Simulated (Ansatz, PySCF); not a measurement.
Br2Hf, SMILES [Br][Hf][Br], multiplicity 1. Atoms are numbered in the order given.

```xyz
3

Hf     0.0000     0.0000    -0.1605
Br     0.0000     2.4428     0.2300
Br     0.0000    -2.4428     0.2300
```
Charge 0, spin multiplicity 1.

The structure is a stationary point at PBE0-D3(BJ)/def2-SVP. The spin state was assumed, not searched. The def2 effective core potentials stand for the cores of Hf; spin–orbit coupling is left out.

Two levels are set side by side: PBE-D3(BJ)/def2-SVP (Ansatz, a program for electronic structure) and PBE0-D3(BJ)/def2-SVP (Ansatz). Each level has its own optimised geometry; the coordinates shown are those of the second. Frequencies come from the Hessian of PySCF at each geometry. Differences are taken from unrounded values.

```
quantity                            PBE0-D3(BJ)  PBE-D3(BJ)  PBE-D3(BJ) minus PBE0-D3(BJ)
----------------------------------  -----------  ----------  ----------------------------
mean bond length (Å)                      2.474       2.480                         0.006
bond Hf1–Br2 (Å)                          2.474       2.480                         0.006
bond Hf1–Br3 (Å)                          2.474       2.480                         0.006
highest harmonic wavenumber (cm⁻¹)          274         268                            -6
mean harmonic wavenumber (cm⁻¹)             175         174                            -1
zero-point energy (kcal/mol)               0.75        0.75                          0.00
```
